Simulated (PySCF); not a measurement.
ethylene carbonate (C₃H₄O₃), SMILES O=C1OCCO1. Atoms are numbered in the order given.

```xyz
10

O      0.0000     0.0000     2.0398
C      0.0000     0.0000     0.8521
O      0.1039    -1.1064     0.0699
C     -0.1139    -0.7585    -1.2945
C      0.1139     0.7585    -1.2945
O     -0.1039     1.1064     0.0699
H      0.5924    -1.3113    -1.9286
H     -1.1445    -1.0295    -1.5789
H     -0.5924     1.3113    -1.9286
H      1.1445     1.0295    -1.5789
```

The structure is a stationary point at B3LYP-D3(BJ)/def2-SVP. The values are those of a single conformer.

Method: B3LYP-D3(BJ)/def2-SVP (PySCF).

Frequencies are harmonic and unscaled.

```csv
mode,ν (cm⁻¹),IR (km/mol),moving atoms (share of kinetic energy)
1,165,0.3,"H 43 %, O 32 %, C 25 %"
2,188,1.5,"O 73 %, H 15 %, C 13 %"
3,531,0.3,"O 77 %, C 18 %"
4,702,0.5,"C 39 %, H 36 %, O 26 %"
5,730,3.9,"O 59 %, C 39 %"
6,771,25.5,"C 79 %, O 19 %"
7,892,0.9,"H 58 %, C 22 %, O 19 %"
8,910,3.5,"O 79 %, C 15 %"
9,967,12.6,"C 56 %, H 39 %"
10,1083,18.1,"C 47 %, O 39 %, H 15 %"
11,1124,193.2,"O 50 %, C 39 %, H 11 %"
12,1144,247.9,"C 61 %, O 22 %, H 17 %"
13,1158,30.9,"H 48 %, C 38 %, O 14 %"
14,1235,7.3,"H 86 %, C 9 %"
15,1236,18.4,H 87 %
16,1385,2.3,"H 70 %, C 26 %"
17,1401,53.2,"H 60 %, C 32 %, O 9 %"
18,1501,10.9,"H 90 %, C 8 %"
19,1507,0.7,"H 91 %, C 9 %"
20,1960,622.2,"C 67 %, O 33 %"
21,3049,26.4,H 94 %
22,3052,35.4,H 94 %
23,3127,9.6,"H 90 %, C 10 %"
24,3137,20.1,"H 90 %, C 10 %"
```
